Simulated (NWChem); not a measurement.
# AgF: a line through the functionals

AgF has 2 atoms, charge 0, and is taken as a singlet. SMILES: `[F][Ag]`. Geometry: relaxed at PBE0-D4/def2-TZVP.

The dipole moment y, in D, basis def2-TZVP with a core potential; a is the functional's share of exact exchange. Programs: NWChem 7.3.0.

| functional | program | a | y (D) |
| --- | --- | --- | --- |
| r2SCAN | NWChem | 0 | 5.50 |
| BP86 | NWChem | 0 | 5.11 |
| B3LYP | NWChem | 0.2 | ? |
| PBE0 | NWChem | 0.25 | 5.84 |
| BHLYP | NWChem | 0.5 | 6.36 |

Q: Fit y = c + s·a to the known rows and predict B3LYP.

A: 
1. Means of the 4 rows: a = 0.1875, y = 5.703.
2. Σ(Δa)² = 0.17188, Σ(Δa·Δy) = 0.36313, so the slope is 0.36313/0.17188 = 2.1127.
3. Intercept: 5.703 − (2.1127) × 0.1875 = 5.307. The largest residual of the fit is 0.20.
4. B3LYP: 5.307 + (2.1127) × 0.2 = 5.73 D.

The run gave 5.65 D, so the prediction is off by +0.08 D, within the scatter of the fit. More exact exchange makes the molecule more polar here. The rows mix families of semi-local functionals, which the line can't see.
